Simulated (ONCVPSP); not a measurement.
# Configuration tests for Mo (ONCV)

```json
{
 "Element": "Mo",
 "Generator": "ONCVPSP 4.0.1",
 "Type": "optimised norm-conserving Vanderbilt (ONCV)",
 "Functional": "PW91",
 "Relativity": "scalar-relativistic",
 "Frozen core": "[Ar] 3d10",
 "Valence charge": "14",
 "Reference configuration": "4s2 4p6 4d5 (charge +1)",
 "Partial waves": "4s: rc 1.15 bohr, ncon 4, nbas 9, qcut 5.1 1/bohr, 2 projectors, debl 1.4 Ha; 4p: rc 1.60 bohr, ncon 3, nbas 8, qcut 8.1 1/bohr, 2 projectors, debl 3.5 Ha; 4d: rc 1.90 bohr, ncon 4, nbas 9, qcut 6.6 1/bohr, 2 projectors, debl 3.6 Ha; f scattering state at 0.02 Ha: rc 1.85 bohr, ncon 4, nbas 7, qcut 6.2 1/bohr, 2 projectors, debl 3.8 Ha",
 "Local potential": "polynomial inside 1.05 bohr (lpopt 3, dvloc0 1 Ha)",
 "Core correction": "Teter function, fcfact 5, rcfact 1"
}
```

In the s channel the program set the typed energies aside and used -2.616, 0.250 Ha.

Energies are relative to the spin-unpolarised reference configuration 4s2 4p6 4d5; without spin polarisation the order of configurations can differ from experiment.

(1) Give the all-electron excitation energy and the error of the potential for: 4s2 4p6 4d5 5s1; 4s2 4p6 4d4; 4s2 4p6 4d3; 4s2 4p6 4d5 5p1.

## Answers

(1)

```tsv
valence configuration	charge	ΔE all-electron (eV)	error AE − PS (meV)
4s2 4p6 4d5 5s1	0	-6.944	+1.1
4s2 4p6 4d4	+2	15.522	+0.8
4s2 4p6 4d3	+3	42.331	+9.2
4s2 4p6 4d5 5p1	0	-3.775	+1.1
```
